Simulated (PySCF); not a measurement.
Compound: SbMe3, C₃H₉Sb.
Bonds: Sb1–C2, Sb1–C6, Sb1–C10. Hydrogens: H3, H4, H5 on C2; H7, H8, H9 on C6; H11, H12, H13 on C10.

Computed with PBE0-D3(BJ)/def2-SVP geometry optimisation, gas phase, def2 core potentials past Kr (PySCF 2.14.0).

List the bond lengths and angles at this level.

| bond | length (Å) |
| --- | --- |
| Sb1–C2, Sb1–C6, Sb1–C10 | 2.172 |
| C2–H3 and 8 like bonds | 1.100 |

Bonds in one row agree within 0.01 Å and their mean is given. A selection of angles:
| angle | degrees |
| --- | --- |
| C2–Sb1–C6 | 94.3 |
| Sb1–C2–H3 | 109.8 |
| H3–C2–H4 | 109.4 |
| H3–C2–H5 | 108.4 |

All 3 C–Sb bonds measure 2.171 to 2.172 Å. Sb1 (antimony bonded to 3 C) is pyramidal (angles 94.4°, 94.3° and 94.1°, sum 282.7°, 1.16 Å off the plane of its three neighbours).

Point group: near C3v, missed by 0.13 Å at most; the miss may be what the optimiser left on a soft mode (C3 holds within 0.08 Å). Stationary, but not proved a minimum.
